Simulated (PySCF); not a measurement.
C4H12Si, charge +1, quartet, geometry from GFN2-xTB of the parent state (a state made from the parent by changing its charge; the spin is typed, not shown lowest).

The PySCF input:
```python
from pyscf import gto, scf, dft

mol = gto.Mole()
mol.atom = '''
    C    -0.417781   -1.214189   -1.412677
    Si    0.000000    0.000000   -0.000000
    C     0.005541    1.785287   -0.676144
    C    -1.310410   -0.153853    1.379712
    C     1.722650   -0.417246    0.709109
    H    -1.393964   -1.004244   -1.839505
    H    -0.429310   -2.241604   -1.061285
    H     0.309978   -1.152215   -2.216244
    H     0.240358    2.503370    0.103862
    H    -0.962114    2.055656   -1.088135
    H     0.741828    1.907685   -1.464873
    H    -2.304575    0.077452    1.009137
    H    -1.339921   -1.159908    1.787357
    H    -1.102103    0.525166    2.201134
    H     1.754239   -1.428607    1.103244
    H     2.493527   -0.339218   -0.051714
    H     1.992058    0.256468    1.517021
'''
mol.basis = '3-21g'
mol.charge = 1
mol.spin = 3
mol.verbose = 4
mol.build()

mf = dft.ROKS(mol)
mf.xc = 'pbe0'
mf.kernel()
```

Problem. What does this run give for the <S^2>, number of basis functions, nuclear repulsion energy, Mulliken (on the basis functions themselves) charges in atom order, total energy?

Solution. 
The <S^2> is 3.750 and the number of basis functions comes out as 73. The nuclear repulsion energy is 243.4010 Eh. The Mulliken (on the basis functions themselves) charges in atom order is C1 -1.03, Si2 1.05, C3 -0.88, C4 -0.88, C5 -1.03, H6 0.30, H7 0.32, H8 0.32, H9 0.34, H10 0.34, H11 0.27, H12 0.34, H13 0.27, H14 0.34, H15 0.32, H16 0.32, H17 0.30 and the total energy is -445.757131 Ha.

These values belong to the state on which the SCF converged, which isn't shown to be the lowest.
